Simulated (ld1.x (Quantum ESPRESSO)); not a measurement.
## Reading a pseudo-wave (fluorine)

Columns: radius, all-electron u(r) and pseudo u(r) of the 2s shell (level -37.84 eV) of fluorine in the configuration [He] 2s2 2p4.5; LDA (PZ), non-relativistic, PAW scheme, ld1.x (Quantum ESPRESSO) 7.5.

| r (bohr) | all-electron | pseudo |
| --- | --- | --- |
| 0.068 | 0.4393 | -0.1014 |
| 0.135 | 0.3999 | -0.2055 |
| 0.202 | 0.1747 | -0.3163 |
| 0.270 | -0.1044 | -0.4358 |
| 0.338 | -0.3689 | -0.5600 |
| 0.405 | -0.5885 | -0.6814 |
| 0.473 | -0.7618 | -0.7962 |
| 0.540 | -0.8851 | -0.8932 |
| 0.608 | -0.9676 | -0.9682 |
| 0.675 | -1.0138 | -1.0138 |
| 0.742 | -1.0320 | -1.0320 |
| 0.810 | -1.0282 | -1.0282 |
| 0.878 | -1.0076 | -1.0076 |
| 0.945 | -0.9753 | -0.9753 |
| 1.013 | -0.9340 | -0.9340 |
| 1.080 | -0.8878 | -0.8878 |
| 1.148 | -0.8376 | -0.8376 |
| 1.215 | -0.7866 | -0.7866 |
| 1.283 | -0.7345 | -0.7345 |
| 1.350 | -0.6839 | -0.6839 |
| 1.418 | -0.6339 | -0.6339 |
| 1.485 | -0.5865 | -0.5865 |
| 1.553 | -0.5407 | -0.5407 |
| 1.620 | -0.4979 | -0.4979 |
| 1.688 | -0.4570 | -0.4570 |
| 1.755 | -0.4193 | -0.4193 |

Problem. How many radial nodes do the two functions have?

Solution. The all-electron 2s function has n − l − 1 = 1; the pseudo-wave has 0, since the states of the same l below it are removed with the core.

Problem. At about which radius was the pseudo-wave matched?

Solution. 0.65 bohr, where the columns begin to agree (steps of 0.07 bohr).

Problem. Is the pseudo-wave norm-conserving?

Solution. No, it belongs to a PAW set: the norm inside the radius is not constrained, and the difference is carried by the augmentation charge.
